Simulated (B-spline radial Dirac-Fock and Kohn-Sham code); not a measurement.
# Two-hole binding energies of I⁺

System: iodine as I⁺, [Kr] 4d10 5s2 5p4, inside a Watson sphere of charge -1 and radius 1.8 Å (a model of the Madelung potential; inside it an electron's potential energy is raised by 8.0 eV).

Model: Dirac-Fock (average of configuration) total-energy differences with a finite nucleus, the Breit interaction including its frequency dependence, and self-energy and vacuum-polarisation corrections. Program: a radial B-spline solver. U is the two-hole binding energy less the two single-hole energies, the effective repulsion of the holes after relaxation. Each two-hole energy is an average over J within one jj subconfiguration.

| holes | E(a) (eV) | E(b) (eV) | E(ab) (eV) | U (eV) |
| --- | --- | --- | --- | --- |
| 1s⁻¹ 2p1/2⁻¹ | 33179.6 | 4864.4 | 38289.6 | 245.7 |
| 1s⁻¹ 3d3/2⁻¹ | 33179.6 | 642.5 | 33885.6 | 63.5 |
| 2s⁻¹ 2p1/2⁻¹ | 5206.2 | 4864.4 | 10202.6 | 131.9 |
| 2p1/2⁻² | 4864.4 | 4864.4 | 9904.8 | 176.0 |
| 2p1/2⁻¹ 2p3/2⁻¹ | 4864.4 | 4569.5 | 9591.0 | 157.1 |
| 2p1/2⁻¹ 3s⁻¹ | 4864.4 | 1087.0 | 6010.1 | 58.7 |
| 2p1/2⁻¹ 3p3/2⁻¹ | 4864.4 | 888.9 | 5813.9 | 60.6 |
| 2p3/2⁻¹ 3s⁻¹ | 4569.5 | 1087.0 | 5714.9 | 58.3 |
| 2p3/2⁻¹ 3p1/2⁻¹ | 4569.5 | 945.7 | ? | ? |
| 3p1/2⁻¹ 3p3/2⁻¹ | 945.7 | 888.9 | 1879.1 | 44.5 |
| 3p3/2⁻² | 888.9 | 888.9 | 1822.9 | 45.0 |
| 3d3/2⁻² | 642.5 | 642.5 | 1335.2 | 50.2 |
| 4d3/2⁻² | 61.34 | 61.34 | 140.9 | 18.2 |
| 4d3/2⁻¹ 4d5/2⁻¹ | 61.34 | 59.65 | 139.4 | 18.5 |

**Question.** Give the missing two-hole energy and U.

**Answer.** E(ab) = 5577.5 eV and U = 62.3 eV.

Values without a named source are computed, but for edge energies of neutral atoms, which are taken from tables.
